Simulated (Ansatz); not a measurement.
ClFHNbOS (`[OH][Nb]([F])(=[S])[Cl]`). The species carries charge 0 and has multiplicity 1. Correlated methods include outer-core shells of Nb, which these sets cover unevenly. Nb takes the def2 core potential.

```xyz
6

O    -0.258    1.441   -0.265
Nb   -0.042   -0.401   -0.098
F     0.156   -1.168   -1.774
S     1.720   -0.765    1.043
Cl   -1.827   -1.285    1.012
H     0.251    2.177    0.082
```

Give the diagnostics of a CCSD(T)/def2-TZVPP run (frozen core, Ansatz). (Best estimate.)

Computed: T1 = 0.0227, largest single amplitude 0.043, largest double 0.036, (T) share of the correlation energy 5.2 %, 14 CCSD cycles. The RHF solution is stable towards an unrestricted one. T1 lies over the customary mark of 0.02 for closed shells; compounds of d metals often pass it without a breakdown.
